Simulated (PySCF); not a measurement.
FH₃InN. Atoms are numbered in the order given.

```xyz
6

In    -0.1907    -0.1130    -0.2052
H     -1.3593    -0.4924    -1.3696
F      0.2956     1.7941    -0.0384
N      0.7860    -1.0681     1.2692
H      1.5720    -0.5840     1.6791
H      0.9699    -2.0582     1.2071
```

Coordinates come from a B3LYP-D3(BJ)/def2-TZVP optimisation. The def2 effective core potentials stand for the cores of In; spin–orbit coupling is left out. One conformer was computed; it need not be the lowest.

The numbers are results of HF/def2-TZVPD (PySCF), not measurements.

Mulliken values depend strongly on the basis, most of all with diffuse functions as here. ESP charges are fitted to the potential on shells at 1.4 to 2.0 van der Waals radii. Atomic charges (e):

```tsv
atom	ESP fit	Mulliken
In1	1.19	1.15
H2	…	-0.11
F3	-0.56	-0.72
N4	…	-0.69
H5	…	0.19
H6	…	0.17
```

Q: Some entries are withheld; supply them. (An estimate is asked for; the answer gives what the named calculation found.)

A: 
- H2, ESP fit: -0.25
- N4, ESP fit: -1.03
- H5, ESP fit: 0.36
- H6, ESP fit: 0.31
